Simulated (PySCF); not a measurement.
## K⁹⁺ (potassium, charge +9): Hartree-Fock from Schrödinger to Dirac-Coulomb-Breit

Occupied: 1s1/2, 2s1/2, 2p1/2, 2p3/2. Hartree-Fock calculated with PySCF 2.14 in an uncontracted even-tempered set (21 s from 0.37 bohr⁻², ratio 2.3; 14 p from 0.44 bohr⁻², ratio 2.3), Gaussian nucleus throughout. NR is non-relativistic, sf-X2C the spin-free one-electron X2C Hamiltonian, X2C adds the bare one-electron spin-orbit term, X2C-SNSO screens it by Boettger's factors, DC is four-component Dirac-Coulomb, and the Gaunt and Breit terms are added at first order (total energies over the DC spinors, levels after relaxing the spinors in that mean field). QED terms are absent. Levels marked empty are virtual spinors of this ion.

```tsv
Hamiltonian	E (hartree)	E − E(DC) (hartree)	CPU seconds
NR	-571.1738	2.3072	0.58
sf-X2C	-573.4196	0.0614	0.34
X2C	-573.4225	0.0585	0.44
X2C-SNSO	-573.4220	0.0591	0.43
DC	-573.4810	0.0000	19
DC+Gaunt	-573.3141	0.1669	35
DC+Breit	-573.3268	0.1543	110
```

Q: Give the 3p spin-orbit interval with each Hamiltonian that has one.

A: X2C 0.5417; X2C-SNSO 0.4844; DC 0.4778; DC+Gaunt 0.4593; DC+Breit 0.4594 (eV).

| level (eV) | NR | sf-X2C | X2C | X2C-SNSO | DC | DC+Gaunt | DC+Breit |
| --- | --- | --- | --- | --- | --- | --- | --- |
| 1s1/2 | -3838.3 | -3855.3 | -3855.2 | -3855.2 | -3856.4 | -3853.7 | -3853.8 |
| 2s1/2 | -584.57 | -588.06 | -588.06 | -588.06 | -588.15 | -587.98 | -587.98 |
| 2p1/2 | -505.64 | -506.18 | -508.51 | -508.26 | -508.27 | -507.95 | -507.99 |
| 2p3/2 | -505.64 | -506.18 | -505.03 | -505.15 | -505.21 | -505.00 | -505.03 |
| 3s1/2 (empty) | -174.57 | -175.25 | -175.25 | -175.25 | -175.27 | -175.23 | -175.24 |
| 3p1/2 (empty) | -155.24 | -155.43 | -155.79 | -155.75 | -155.75 | -155.70 | -155.71 |
| 3p3/2 (empty) | -155.24 | -155.43 | -155.25 | -155.27 | -155.27 | -155.24 | -155.25 |

Weight of the small component: 1s1/2 0.00461, 2s1/2 0.000783, 2p1/2 0.000752, 2p3/2 0.000747, 3s1/2 0.000196, 3p1/2 0.000183, 3p3/2 0.000182.

Koopmans' value for the highest occupied level at DC+Breit: 505.03 eV, against an ionisation energy of 503.67 ± 0.07 eV (semi-empirical (NIST evaluation); NIST Atomic Spectra Database, ionization energies); the former lacks relaxation, correlation, QED and recoil.

The whole ladder took 170 s of wall time on 1 thread of Neoverse-N1 (shared host), launched as `OMP_NUM_THREADS=1 python relrun2.py TASK.json OUT` (a driver that calls PySCF for each Hamiltonian).

Dirac-Coulomb iterations, started from the X2C spinors:

```
with_ssss True, with_gaunt False, with_breit False
light speed = 137.03599967994
init E= -573.321292304066
cycle= 1 E= -573.481035811654  delta_E= -0.16  |g|= 0.063  |ddm|= 0.00753
cycle= 2 E= -573.48104033172  delta_E= -4.52e-06  |g|= 0.00157  |ddm|= 0.000834
cycle= 3 E= -573.48104039416  delta_E= -6.24e-08  |g|= 0.00021  |ddm|= 0.000133
cycle= 4 E= -573.48104039534  delta_E= -1.18e-09  |g|= 1.27e-06  |ddm|= 1.52e-05
```
